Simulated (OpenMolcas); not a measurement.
## O⁴⁺: effect of the basis set

* Program: OpenMolcas
* Method: CASSCF
* Active space: 2 electrons in 4 orbitals (2s 2p)
* State averaging: 2S+1 = 3 even, 3 roots; 2S+1 = 1 even, 7 roots; 2S+1 = 3 odd, 3 roots; 2S+1 = 1 odd, 3 roots
* Spin-orbit coupling: state interaction with AMFI integrals over the reference wave functions, term energies averaged over their components

A. ANO-R1 [3s2p1d], X2C, finite nucleus; cost of the order of 7 core-seconds
B. ANO-L-VTZP [4s3p2d1f], non-relativistic, point nucleus; cost about 11 core-seconds
C. ANO-RCC-VTZP [4s3p2d1f], DKH2, point nucleus; cost about 10 core-seconds
D. ANO-R3 [4s4p2d1f], X2C, finite nucleus; cost about 12 core-seconds
E. ANO-R2 [4s4p2d1f], X2C, finite nucleus; cost roughly 12 core-seconds
F. ANO-RCC-VQZP [5s4p3d2f1g], DKH2, point nucleus; cost roughly 14 core-seconds

Energies in cm-1 above 2s2 1S0, the measured ground level; measured values from Moore, Selected Tables of Atomic Spectra, NSRDS-NBS 3, section 9.

| Level | A | B | C | D | E | F | Measured |
| --- | --- | --- | --- | --- | --- | --- | --- |
| 2s2 1S0 | 0.0 | 0.0 | 0.0 | 0.0 | 0.0 | 0.0 | 0.0 |
| 2s 2p 3P* 0 | 68502 | 82325 | 82778 | 82799 | 82799 | 82817 | 81942 |
| 2s 2p 3P* 1 | 68631 | 82472 | 82926 | 82945 | 82945 | 82966 | 82079 |
| 2s 2p 3P* 2 | 68892 | 82766 | 83222 | 83237 | 83237 | 83264 | 82385 |
| 2s 2p 1P* 1 | 149026 | 170703 | 170958 | 170834 | 170834 | 170826 | 158798 |
| 2p2 3P0 | 183992 | 214762 | 215652 | 215905 | 215905 | 215919 | 213462 |
| 2p2 3P1 | 184122 | 214908 | 215800 | 216052 | 216052 | 216068 | 213618 |
| 2p2 3P2 | 184378 | 215196 | 216089 | 216339 | 216339 | 216359 | 213887 |
| 2p2 1D2 | 209718 | 241491 | 242322 | 242622 | 242622 | 242594 | 231721 |
| 2p2 1S0 | 267235 | 301551 | 302171 | 302466 | 302466 | 302424 | 287910 |

Deviations, from unrounded energies. A percentage is the sum of absolute deviations over the sum of measured energies, with the sign that they share, or ± where signs differ.

```json
{"Against measurement": "mean absolute deviation (cm-1)", "Levels": "9", "A": "20000", "B": "4500", "C": "5100", "D": "5300", "E": "5300", "F": "5300"}
{"Against measurement": "other configurations (%)", "Levels": "9", "A": "-11.6", "B": "+2.6", "C": "+2.9", "D": "+3.0", "E": "+3.0", "F": "+3.0"}
```

B lies closest to measurement on these levels and A furthest from it. The largest miss of B in the table is 2p2 1S0, by +14000 cm-1. The ranking rests on the paired levels alone, and a cruder setting can come out closer through cancelling errors.

Among A to F the level of the table that moves most is 2p2 1S0, by 35000 cm-1 (lowest in A, highest in E).

The basis is small and was not contracted for so high a charge (holds for A). Computed and measured levels are paired by configuration, term and J; levels that our copy of the source lacks, or whose pairing is in doubt (as where it misses far off the trend of its configuration), stay unpaired and out of the deviations. Only configurations of the active space appear.

* marks odd parity.
